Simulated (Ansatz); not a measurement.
Cost and result for the atomization energy of CH3GaOS (`O=C[S][GaH2]`) (7 atoms, 6 bonds).

Charge 0, multiplicity 1. Correlated methods include outer-core shells of Ga, which these sets cover unevenly. Scalar relativity is left out up to krypton. The geometry is a stationary point of PBE0-D4/def2-TZVP. It is one conformer, not always the lowest. Program: Ansatz. All runs use 2 threads of an Arm Neoverse V1 on a shared host. Times are those of one run each, without the atoms' runs, and a repeat can differ threefold. Electronic energies, without spin–orbit coupling; frozen cores. CCSD(T)/CBS adds CCSD(T) − MP2 in def2-TZVPP to the MP2 limit, and its time is that of the two runs behind it. T1 = 0.016. With those shells the extrapolation isn't a true limit. HSE06 is the plane-wave form, built on full-range PBE exchange.

CCSD(T)/CBS is a level of theory with its own doubt, some kJ/mol a heavy atom from the limit and from the frozen cores, so smaller differences don't rank the functionals.

```csv
level,functions,wall time
LDA (SPW92)/def2-TZVPP,194,1.4 s
revPBE-D4/def2-TZVPP,194,2.6 s
BLYP-D4/def2-TZVPP,194,2.6 s
HSE06-D4/def2-TZVPP,194,4.5 s
CCSD(T)/def2-SVP,93,5.5 s
r2SCAN-D4/def2-TZVPP (with forces),194,7 s
B2PLYP/def2-TZVPP,194,7 s
PBE-QIDH/def2-TZVPP,194,7 s
B97M-V/def2-TZVPP,194,13 s
ωB97M-V/def2-TZVPP (with forces),194,16 s
MP2/def2-QZVPP,363,23 s
CCSD(T)/def2-TZVPP,194,100 s
CCSD(T)/CBS(def2),–,2.1 min
```

(1) What atomization energy does each give, and how far from CCSD(T)/CBS? (Estimate.)

Answers

(1) The calculation gave: 
```
                             level  atomization (kJ/mol)  difference from CCSD(T)/CBS  per bond
            LDA (SPW92)/def2-TZVPP                2729.8                        412.3      68.7
              revPBE-D4/def2-TZVPP                2324.2                          6.7       1.1
                BLYP-D4/def2-TZVPP                2318.3                          0.8       0.1
               HSE06-D4/def2-TZVPP                2320.7                          3.2       0.5
                  CCSD(T)/def2-SVP                2170.7                       -146.8     -24.5
r2SCAN-D4/def2-TZVPP (with forces)                2344.2                         26.7       4.4
                 B2PLYP/def2-TZVPP                2282.5                        -35.0      -5.8
               PBE-QIDH/def2-TZVPP                2298.7                        -18.8      -3.1
                 B97M-V/def2-TZVPP                2347.2                         29.7       4.9
  ωB97M-V/def2-TZVPP (with forces)                2318.7                          1.2       0.2
                    MP2/def2-QZVPP                2353.3                         35.8       6.0
                CCSD(T)/def2-TZVPP                2254.6                        -62.9     -10.5
                 CCSD(T)/CBS(def2)                2317.5                          0.0       0.0
```

The D4 term adds +26.1 kJ/mol with B3LYP and +13.4 kJ/mol with PBE0; it sums over pairs of atoms, weighted by their polarisabilities, and B3LYP, whose exchange is more repulsive, gets the larger term. From r2SCAN to r2SCAN0 (25 % exact exchange), in def2-TZVPP and without D4, the atomization energy moves by −69.5 kJ/mol: exact exchange takes away binding that semilocal exchange gives to molecules. In def2-TZVPP, CCSD(T) changes the Hartree–Fock value by +695.5 kJ/mol (the triples alone add +55.3 kJ/mol) and MP2 by +757.0 kJ/mol; breaking electron pairs costs correlation energy, which Hartree–Fock lacks.

B3LYP here is the variant with VWN-RPA as its local correlation; programs differ in this.
